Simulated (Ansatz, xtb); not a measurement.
# Relaxing a trial structure of CH2InN

The starting geometry of this gas-phase triplet was built from a drawn formula by distance geometry and a force field; its bonds are those of `[H]/N=[CH]/[In]`.

```xyz
5

C    -1.9705    1.5647    0.8633
In    0.1012    0.8560    0.0455
N    -3.0217    0.8661    0.6061
H    -3.9650    1.1682    0.9426
H    -2.0542    2.4737    1.4714
```

Question: Predict what it relaxes into with r2SCAN-D4/def2-SVP.

Answer: It keeps its bonds, and is `[H]/N=[CH]/[In]`.

The energy falls by 0.14 eV over 6 steps:

```tsv
step	E − E(last) (eV)
1	0.144
2	0.026
3	0.005
4	0.000
5	0.000
6	0.000
```

Final geometry (Å):

```xyz
5

C    -2.0297    1.5314    0.8554
In    0.0653    0.9211    0.0970
N    -3.0559    0.8657    0.6006
H    -3.9823    1.1418    0.9372
H    -1.9075    2.4686    1.4387
```

From the same start GFN2-xTB ends elsewhere, differing in In2–N3 (2.33 against 3.16 Å here).

The end wasn't checked by frequencies. Open shells are spin-unrestricted. The triplet needn't be the ground state. Atoms past krypton carry core potentials, without spin–orbit terms. Run with Ansatz 0.2.0, 65 s on 1 thread of Intel(R) Xeon(R) Processor @ 2.50GHz (Skylake/Cascade Lake) (shared host).
